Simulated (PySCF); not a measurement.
## How methods differ on the ionisation energy of Ir

Ir [Xe] 4f14 5d7 6s2 (4F) → Ir⁺ [Xe] 4f14 5d7 6s1 (5F), as a difference of total energies. Computed with PySCF 2.14 in cc-pVDZ-PP with ECP60MDF, with a scalar-relativistic core potential. Correlated levels: valence: 5s2 5p6 frozen. The calculations carry no spin-orbit coupling.

```tsv
method	ionisation energy (eV)	error (eV)
UHF	7.100	-1.826
B3LYP	9.084	+0.158
BP86	9.174	+0.248
MP2 (valence)	8.464	-0.462
SCS-MP2 (valence)	8.600	-0.326
```

Reference: 8.926 eV (measured; NIST levels, between the centres of gravity of the two terms).

Errors of the correlated levels include the incompleteness of this basis and the frozen core.

MP2 underrates the near-degeneracy of ns² with np² in the lower species.
